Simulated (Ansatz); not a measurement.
Geometry optimisation, RKS PBE/def2-SVP in Ansatz.

Input file:

```yaml
crystal:
  periodic: [false, false, false]
  atoms:
    - { symbol: Ti, position_ang: [0.198884, -0.600916, -0.390645] }
    - { symbol: O, position_ang: [0.572828, 0.433661, 2.518243] }
    - { symbol: H, position_ang: [-0.325784, 0.76278, 2.322448] }
    - { symbol: F, position_ang: [1.243361, 0.700903, -0.892877] }
    - { symbol: F, position_ang: [-1.300214, -0.049024, 0.36559] }
    - { symbol: F, position_ang: [-0.32888, -1.482533, -1.805025] }
    - { symbol: "N", position_ang: [1.152507, -1.930324, 0.762872] }
    - { symbol: H, position_ang: [0.704497, -2.8565, 0.820395] }
    - { symbol: Si, position_ang: [2.794804, -1.782429, 1.408197] }
    - { symbol: H, position_ang: [3.664562, -2.897508, 0.88381] }
    - { symbol: H, position_ang: [3.346935, -0.460477, 0.969464] }
    - { symbol: H, position_ang: [2.794484, -1.864157, 2.91287] }
    - { symbol: H, position_ang: [0.455016, -0.547077, 2.408858] }
basis:
  gaussian: { orbitals: def2-SVP }
hamiltonian:
  xc: pbe
relax:
  f_tol: 0.03
  max_steps: 50
```

Run as:

```bash
$ ansatz run input.yaml --threads 4 --pin off --max-ram 5120MiB --backend cpu --events-out ev --progress --plain --runs-dir out
```

Task: Where does it end, and by what steps?

Result: The run converged. After 28 steps the energy has fallen by 0.472 eV; H8 moved furthest, 1.51 Å. Joined: Ti1–O2 (3.11 → 2.37 Å).

```csv
step,energy less start (eV),largest force component (eV/Å),accepted
0,0.0000,1.162,yes
1,-0.1074,1.387,yes
2,-0.1980,0.949,yes
3,-0.2411,1.331,yes
4,-0.3002,0.236,yes
5,-0.3086,0.158,yes
6,-0.3125,0.273,yes
7,-0.3184,0.095,yes
8,-0.3092,0.910,no
9,-0.3219,0.213,yes
10,-0.3304,0.251,yes
11,-0.3378,0.683,yes
12,-0.3246,1.362,no
13,-0.3574,0.321,yes
14,-0.3729,0.185,yes
15,-0.3899,0.476,yes
16,-0.3961,0.386,yes
17,-0.4196,0.579,yes
18,-0.4127,1.102,no
19,-0.4377,0.286,yes
20,-0.4497,0.155,yes
21,-0.4613,0.157,yes
22,-0.4610,0.365,no
23,-0.4618,0.238,yes
24,-0.4692,0.039,yes
25,-0.4708,0.104,yes
26,-0.4715,0.061,yes
27,-0.4721,0.030,yes
28,-0.4723,0.028,yes
```

```xyz
13
Properties=species:S:1:pos:R:3
Ti -0.018 -0.738 -0.038
O 0.790 0.280 1.941
H 0.882 1.203 1.631
F 0.360 0.929 -0.557
F -1.392 -0.878 1.097
F -0.615 -1.504 -1.499
N 1.460 -1.859 0.301
H 1.562 -2.608 -0.399
Si 2.699 -1.882 1.562
H 3.613 -3.040 1.246
H 3.531 -0.628 1.583
H 2.128 -2.112 2.935
H -0.026 0.262 2.481
```

Whether the end is a true minimum wasn't checked by a vibrational analysis.

Time of the run: 63 s on 4 threads of Arm Neoverse V2, on a shared host, peak memory 0.25 GiB.
